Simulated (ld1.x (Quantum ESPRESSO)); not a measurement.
**K (Z = 19) TM: all-electron and pseudo phase curves**

potassium, norm-conserving Troullier–Martins (Kleinman–Bylander form), made with ld1.x (Quantum ESPRESSO) 7.5 (LDA (PZ), scalar-relativistic). Core [Ne], reference 3s2 3p6 3d0 4s0 4p1. Waves: 3s (bound): rc 2.00 bohr; 3d (bound, empty): rc 4.20 bohr; 3p (bound): rc 1.80 bohr. Local part: the p channel. Core correction: none.

Occupied shells without a wave of their own: 4p. They enter only through the test configuration that unscreens the potential.

The phase is arctan(r·u′/u) with u = r·R(r), unwrapped; energies in Ry, scanned from -5 to 5 Ry. A pole is an energy at which the radial function vanishes at the test radius. The pseudo phase is shifted by a multiple of π to meet the all-electron one at the reference energy, and phase errors are pseudo minus all-electron; the curves can meet again beyond the range given. Levels narrower than the energy grid can be missing from the lists of poles.

```csv
channel,radius (bohr),reference energy (Ry),"poles, all-electron","poles, pseudo",unbroken range about the reference energy with phases within 0.05 rad,phase error 1 Ry above the reference energy (rad)
s,4.54,-2.70,"0.29, 2.88","0.24, 2.55",below -0.4,-0.000
p,4.54,-1.49,"0.72, 3.37","0.71, 3.32",below 1.7,-0.000
d,4.54,-0.04,"0.16, 1.57, 4.12","0.17, 2.02, 4.81",below 0.4,+0.384
```

Phases in the d channel:

| E (Ry) | all-electron | pseudo |
| --- | --- | --- |
| -5.00 | 1.472 | 1.472 |
| -4.48 | 1.466 | 1.466 |
| -3.96 | 1.460 | 1.460 |
| -3.44 | 1.452 | 1.452 |
| -2.92 | 1.442 | 1.442 |
| -2.40 | 1.428 | 1.428 |
| -1.88 | 1.410 | 1.410 |
| -1.36 | 1.381 | 1.381 |
| -0.84 | 1.329 | 1.329 |
| -0.32 | 1.165 | 1.167 |
| 0.20 | -1.642 | -1.623 |
| 0.72 | -3.274 | -2.539 |
| 1.24 | -4.596 | -4.455 |
| 1.76 | -4.762 | -4.664 |
| 2.28 | -4.949 | -4.755 |
| 2.80 | -7.025 | -4.854 |
| 3.32 | -7.718 | -5.255 |
| 3.84 | -7.821 | -7.580 |
| 4.36 | -7.880 | -7.787 |
| 4.88 | -7.944 | -7.863 |
